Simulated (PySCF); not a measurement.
Job file and geometry (Å, from GFN2-xTB) of an NMR shielding run on SMILES C(C)CCC([SiH3])([SiH3])[SiH3], C5H18Si3, PySCF 2.14.0, density-fitted response routines, GIAO PBE0/pcSseg-1 NMR shielding, non-relativistic, gas phase; density fitting, a coarse starting grid and PySCF grid level 2 are the driver's defaults:

```
$ OMP_NUM_THREADS=1 python probes_run.py task.json out

{"job": {"kind": "nmr", "xc": "PBE0", "basis": "pcSseg-1"}, "charge": 0, "multiplicity": 1}
C      3.685456    -0.332572     0.347734
C      2.501557     0.544197    -0.041547
C      1.169938    -0.156480     0.221479
C     -0.022582     0.712510    -0.165937
C     -1.398227     0.067750     0.074022
Si    -1.667580    -0.321454     1.923602
Si    -1.607014    -1.523771    -0.959740
Si    -2.711304     1.341579    -0.484830
H      3.641607    -0.583098     1.405450
H      4.624628     0.180675     0.154167
H      3.676087    -1.259282    -0.221938
H      2.537917     1.476948     0.526440
H      2.572261     0.801010    -1.101287
H      1.104491    -0.410149     1.281947
H      1.139451    -1.088512    -0.347447
H      0.074993     0.973677    -1.225963
H      0.040756     1.650899     0.396964
H     -0.881212    -1.476244     2.371825
H     -3.077580    -0.627561     2.170036
H     -1.277079     0.840338     2.729480
H     -3.011905    -1.934771    -0.967579
H     -1.169044    -1.272749    -2.336899
H     -0.823548    -2.643690    -0.426144
H     -4.064467     0.819263    -0.296021
H     -2.562744     2.579203     0.289158
H     -2.515901     1.664898    -1.902585
```

Q: What does the program print?

A: 
```
coarse grid: 21464 points
cycle   1  E = -1069.0538219430  dE =  2.733e-01  |g| = 4.364e-01  |ddm| = 4.383e+00
cycle   2  E = -1069.0304315992  dE =  2.339e-02  |g| = 5.237e-01  |ddm| = 9.193e-01
cycle   3  E = -1069.1034214442  dE = -7.299e-02  |g| = 7.045e-02  |ddm| = 6.007e-01
cycle   4  E = -1069.1045096293  dE = -1.088e-03  |g| = 3.276e-02  |ddm| = 1.170e-01
cycle   5  E = -1069.1047860773  dE = -2.764e-04  |g| = 5.813e-03  |ddm| = 3.682e-02
cycle   6  E = -1069.1047933348  dE = -7.258e-06  |g| = 1.307e-03  |ddm| = 7.194e-03
final grid: 188520 points
cycle   7  E = -1069.1527344251  dE = -4.673e-05  |g| = 8.763e-03  |ddm| = 3.520e-02
cycle   8  E = -1069.1527223183  dE =  1.211e-05  |g| = 1.093e-02  |ddm| = 1.949e-02
cycle   9  E = -1069.1527543372  dE = -3.202e-05  |g| = 1.035e-03  |ddm| = 1.182e-02
cycle  10  E = -1069.1527545932  dE = -2.560e-07  |g| = 3.168e-04  |ddm| = 1.431e-03
cycle  11  E = -1069.1527546181  dE = -2.482e-08  |g| = 5.588e-05  |ddm| = 3.487e-04
cycle  12  E = -1069.1527546188  dE = -7.494e-10  |g| = 2.052e-05  |ddm| = 1.018e-04
converged SCF energy = -1069.1527546188

GIAO shielding tensors (ppm)
atom      isotropic    diamagn.    paramagn.     s11        s22        s33       span
  0 C      170.010     244.640     -74.629    158.545    163.553    187.934     29.389
  1 C      158.675     247.121     -88.446    146.425    156.193    173.407     26.982
  2 C      149.698     252.613    -102.915    133.582    145.482    170.030     36.449
  3 C      148.272     253.021    -104.749    134.461    141.995    168.359     33.898
  4 C      193.258     258.288     -65.030    181.183    181.863    216.727     35.544
  5 Si     413.405     881.578    -468.174    363.483    396.137    480.593    117.110
  6 Si     413.390     881.700    -468.310    363.492    396.057    480.620    117.128
  7 Si     407.340     880.981    -473.641    369.612    370.077    482.332    112.720
  8 H       30.732      28.745       1.987     26.323     29.354     36.518     10.195
  9 H       30.422      25.997       4.424     25.566     27.402     38.298     12.732
 10 H       30.733      28.893       1.840     26.325     29.355     36.519     10.194
 11 H       30.421      32.084      -1.663     25.185     30.865     35.212     10.028
 12 H       30.421      32.203      -1.782     25.183     30.869     35.212     10.029
 13 H       30.336      36.064      -5.728     24.476     32.646     33.885      9.409
 14 H       30.338      36.096      -5.759     24.480     32.654     33.879      9.399
 15 H       30.080      36.385      -6.306     24.631     31.014     34.594      9.963
 16 H       30.081      36.411      -6.330     24.628     31.015     34.598      9.970
 17 H       27.504      30.787      -3.283     23.780     26.164     32.569      8.789
 18 H       27.792      30.618      -2.826     24.142     25.638     33.596      9.455
 19 H       27.848      30.859      -3.010     24.813     25.304     33.429      8.616
 20 H       27.791      30.815      -3.024     24.139     25.637     33.596      9.457
 21 H       27.850      30.963      -3.113     24.814     25.306     33.429      8.614
 22 H       27.505      30.947      -3.442     23.783     26.161     32.572      8.789
 23 H       27.716      30.083      -2.367     24.023     25.363     33.762      9.739
 24 H       27.808      29.856      -2.047     24.190     25.861     33.374      9.184
 25 H       27.809      29.796      -1.987     24.190     25.864     33.373      9.183
```

Q: Turn these shieldings into chemical shifts. Scale: $^{13}$C (σ = 186.93 ppm), $^{29}$Si (σ = 349.16 ppm), $^{1}$H (σ = 31.72 ppm) against TMS (reference shieldings calculated alike).

A: Averaging equivalent atoms: C 3: 38.7; C 2: 37.2; C 1: 28.2; C 0: 16.9; C 4: -6.3; Si 5/6/7: -62.2; H 17/18/19/20/21/22/23/24/25: 3.98; H 15/16: 1.64; H 13/14: 1.38; H 11/12: 1.30; H 8/9/10: 1.09 ppm. 

Size and cost of the density-fitted run: 247 basis functions, 3.1 min wall time on 1 thread of an Intel Xeon, shared host; peak memory 1.2 GiB.
